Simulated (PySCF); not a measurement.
## A ladder of Hamiltonians for Pb⁷⁸⁺ (lead, charge +78)

Occupied: 1s1/2, 2s1/2. Hartree-Fock calculated with PySCF 2.14 in an even-tempered Gaussian basis (18 s from 23 bohr⁻², ratio 2.3; 15 p from 28 bohr⁻², ratio 2.3), Gaussian nucleus throughout. NR is non-relativistic, sf-X2C the spin-free one-electron X2C Hamiltonian, X2C adds the bare one-electron spin-orbit term, X2C-SNSO screens it by Boettger's factors, DC is four-component Dirac-Coulomb, and the Gaunt and Breit terms are added at first order (total energies over the DC spinors, levels after relaxing the spinors in that mean field). QED terms are absent. Levels marked empty are virtual spinors of this ion.

```json
{"Hamiltonian": "NR", "E (hartree)": "-8276.2549", "E − E(DC) (hartree)": "947.6130", "CPU seconds": "0.9"}
{"Hamiltonian": "sf-X2C", "E (hartree)": "-9218.4492", "E − E(DC) (hartree)": "5.4187", "CPU seconds": "0.57"}
{"Hamiltonian": "X2C", "E (hartree)": "-9218.4492", "E − E(DC) (hartree)": "5.4187", "CPU seconds": "0.55"}
{"Hamiltonian": "X2C-SNSO", "E (hartree)": "-9218.4492", "E − E(DC) (hartree)": "5.4187", "CPU seconds": "0.56"}
{"Hamiltonian": "DC", "E (hartree)": "-9223.8679", "E − E(DC) (hartree)": "0.0000", "CPU seconds": "13"}
{"Hamiltonian": "DC+Gaunt", "E (hartree)": "-9213.5718", "E − E(DC) (hartree)": "10.2961", "CPU seconds": "15"}
{"Hamiltonian": "DC+Breit", "E (hartree)": "-9213.8040", "E − E(DC) (hartree)": "10.0639", "CPU seconds": "160"}
```

Task: Give the 2p spin-orbit interval with each Hamiltonian that has one.

Result: X2C 2439; X2C-SNSO 2370; DC 2387; DC+Gaunt 2360; DC+Breit 2360 (eV).

```
   level (eV)        NR    sf-X2C       X2C  X2C-SNSO        DC  DC+Gaunt  DC+Breit
        1s1/2  -89214.2  -98713.3  -98713.3  -98713.3  -98842.3  -98595.9  -98598.9
        2s1/2  -21659.4  -24589.4  -24589.4  -24589.4  -24606.0  -24575.5  -24578.6
2p1/2 (empty)  -21191.6  -22248.1  -24022.7  -23969.1  -23989.4  -23933.9  -23940.9
2p3/2 (empty)  -21191.6  -22248.1  -21583.7  -21598.7  -21602.2  -21573.8  -21580.9
3s1/2 (empty)   -9384.7  -10371.9  -10371.9  -10371.9  -10376.4  -10368.0  -10369.3
```

Weight of the small component: 1s1/2 0.0984, 2s1/2 0.0243, 2p1/2 0.0241, 2p3/2 0.0216, 3s1/2 0.0102.

Koopmans' value for the highest occupied level at DC+Breit: 24578.6 eV, against an ionisation energy of 24550 ± 120 eV (theoretical estimate listed by NIST; NIST Atomic Spectra Database, ionization energies); the former lacks relaxation, correlation, QED and recoil.

The whole ladder took 190 s of wall time on 1 thread of AMD EPYC 7R43 64-Core Processor (shared host), launched as `OMP_NUM_THREADS=1 python relrun2.py TASK.json OUT` (a driver that calls PySCF for each Hamiltonian).
